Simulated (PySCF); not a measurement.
An unknown gives this computed stick spectrum. Method used: TDDFT wB97X-D/def2-SVPD, vertical, gas phase, core orbitals frozen in the response (PySCF). Geometries: GFN2-xTB, one conformer each.

| state | λ (nm) | f |
| --- | --- | --- |
| S1 | 197.9 | 0.0088 |
| S2 | 181.4 | 0.019 |
| S3 | 178.2 | 0.241 |
| S4 | 170.2 | 0.028 |
| S5 | 166.5 | 0.024 |
| S6 | 162.9 | 0.016 |
| S7 | 156.4 | 0.042 |
| S8 | 153.6 | 0.081 |

**Question.** Which candidate is it? All have the formula C3H9NSi.
A. `C=C(C)[SiH2]N`
B. `CC(C)=N[SiH3]`
C. `C=N[SiH2]CC`

**Answer.** A. Its S1, at 6.27 eV, is the highest among the candidates; the nearest of the others has S1 at 4.40 eV. S1 is HOMO→LUMO (75%), HOMO-1→LUMO (11%). Löwdin shares by element: HOMO nitrogen 45%, silicon 13%, hydrogen 10% or more, carbon 8% or more (atoms not listed hold the other 24%); LUMO carbon 49% or more, silicon 18%, nitrogen 5% (atoms not listed hold the other 28%). At the same level the other candidates give, for their lowest levels:
- `CC(C)=N[SiH3]`: 282 nm (f 0.000); 198 nm (f 0.032); 170 nm (f 0.058); 168 nm (f 0.001); 162 nm (f 0.186); T1 3.92 eV; HOMO -8.52, LUMO 1.50 eV
- `C=N[SiH2]CC`: 307 nm (f 0.000); 186 nm (f 0.015); 173 nm (f 0.172); 168 nm (f 0.028); 162 nm (f 0.042); T1 3.48 eV; HOMO -8.80, LUMO 1.06 eV

Conformer computed: `[CH2:1]=[C:2]([CH3:3])[SiH2:4][NH2:5]`: C1–C2–Si4–N5 82°, H–N5–Si4–C2 -43°, H–N5–Si4–C2 179°.
Triplets come from the Tamm–Dancoff approximation.
